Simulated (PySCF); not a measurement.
## Electron correlation in Tc (technetium, neutral)

[Kr] 4d6 5s1, high-spin 6D determinant (an excited configuration). Calculation: PySCF 2.14, in aug-cc-pwCVDZ-PP with ECP28MDF; a scalar-relativistic core potential. Frozen: 4s2 4p6; 7 electrons correlated.

```json
{"level": "CCSD", "correlation energy (mhartree)": "-135.22"}
{"level": "(T)", "correlation energy (mhartree)": "-4.47"}
{"level": "CCSD(T)", "correlation energy (mhartree)": "-139.69"}
```

Diagnostics: T1 = 0.015, D1 = 0.0459, largest double amplitude 0.023.

Cost of the coupled-cluster step: roughly 12 core-seconds, for 7 correlated electrons.
